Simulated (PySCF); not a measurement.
Computed IR spectrum (relative IR intensity) of a molecule CH₅FOSi. The structure is a stationary point at PBE-D3(BJ)/def2-SVP. Other conformers were not sampled. Level of theory: PBE-D3(BJ)/def2-SVP (PySCF). Frequencies are harmonic and unscaled.

ν (cm⁻¹): 197 (w), 237 (w), 297 (m), 326 (m), 639 (vw), 693 (m), 730 (vw), 803 (m), 812 (w), 866 (s), 893 (s), 942 (vs), 1226 (m), 1382 (vw), 2228 (s), 3767 (m) (against the strongest line: vs over 80 %, s over 45 %, m over 15 %, w over 4 %, vw less)

### Question
Pick the molecule that these values belong to.
A) CO[SiH2]F
B) O[SiH2]CF
C) C[Si@H](O)F
D) OC[SiH2]F

### Answer
C, C[Si@H](O)F
